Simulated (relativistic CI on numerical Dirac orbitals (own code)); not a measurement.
Ni⁴⁺ in a cubic cluster: L2,3 absorption with charge transfer

Computed with a charge-transfer multiplet model of a cubic metal-ligand cluster with up to 2 ligand holes, Slater and spin-orbit integrals from Dirac-Coulomb-Breit ions, Slater integrals scaled by 0.7. The ground state mixes d6 with configurations of k ligand holes L, whose averages lie at kΔ + k(k − 1)U_dd/2; a core hole lowers each added d electron by U_cd. 300 K, Lorentzian 0.4 eV and Gaussian 0.3 eV FWHM.

Atomic integrals in eV (Slater integrals scaled, ζ unscaled), ground: F2dd 9.934, F4dd 6.234, zeta_d 0.099; with the core hole: F2dd 10.444, F4dd 6.555, zeta_d 0.124, zeta_core 11.400, F2cd 6.313, G1cd 4.879, G3cd 2.777.

Cluster parameters (eV): Δ = -1.3, U_dd = 8.1, U_cd = 9.6, 10Dq(ligand) = 0.2, V(eg) = 3.65, V(t2g) = -1.87, final-state hopping factor = 1.

```csv
Case,n_d,d6,d7L,d8L2,S
10Dq = 1.25 eV,6.89,0.27,0.57,0.16,0.04
10Dq = 1.85 eV,6.87,0.28,0.57,0.15,0.02
10Dq = 2.15 eV,6.86,0.29,0.56,0.15,0.02
10Dq = 2.45 eV,6.85,0.30,0.56,0.14,0.01
10Dq = 2.75 eV,6.83,0.30,0.56,0.14,0.01
```

Weights, n_d and S are thermal averages at 300 K. Photon energies count from the first peak over 30 % of the highest in each spectrum, which can be another peak from case to case. The parameters are a model scan and need not match a compound or its usual spin state. Peaks in eV (height, largest 100):
- 10Dq = 1.25 eV: -1.5 (5), 0.0 (100), 2.3 (13), 17.1 (53), 18.8 (6)
- 10Dq = 1.85 eV: 0.0 (100), 2.7 (8), 17.1 (54)
- 10Dq = 2.15 eV: 0.0 (100), 2.8 (6), 17.0 (53)
- 10Dq = 2.45 eV: 0.0 (100), 3.0 (5), 17.0 (53)
- 10Dq = 2.75 eV: 0.0 (100), 17.0 (53)

Curve for 10Dq = 1.25 eV (points under 2 left out, the grid thinned):

```tsv
E (eV)	Intensity
-2.0	2.3
-1.8	3.6
-1.5	5.3
-1.3	5.0
-1.1	5.5
-0.9	7.7
-0.6	17.0
-0.4	35.6
-0.2	75.2
0.0	100.0
0.3	56.7
0.5	32.4
0.7	18.8
1.0	12.8
1.2	11.0
1.4	8.3
1.6	6.7
1.9	7.3
2.1	10.2
2.3	12.5
2.5	10.9
2.8	6.1
3.0	3.8
3.2	2.6
4.8	2.9
5.0	4.5
5.2	4.4
5.4	2.7
15.9	2.4
16.1	3.4
16.3	5.4
16.5	9.5
16.8	30.9
17.0	52.8
17.2	44.8
17.5	14.6
17.7	7.6
17.9	5.0
18.1	4.0
18.4	4.3
18.6	5.6
18.8	6.4
19.0	5.9
19.3	3.4
19.5	2.1
```

For the case 10Dq = 2.15 eV, Δ = -1.3 eV is smaller than U_dd = 8.1 eV, the charge-transfer side of the Zaanen-Sawatzky-Allen scheme (negative Δ: between configuration averages a ligand hole costs less than the nominal valence; multiplet and field energies can change this for the lowest states). With the core hole the configuration with one ligand hole lies at Δ + U_dd − U_cd = -2.8 eV from the one without, against Δ in the ground state.

With at most 2 ligand holes the space is cut while the next configuration still counts, so covalency is underestimated, and a final configuration with one more ligand hole, which can lie low, is missing from the spectra.
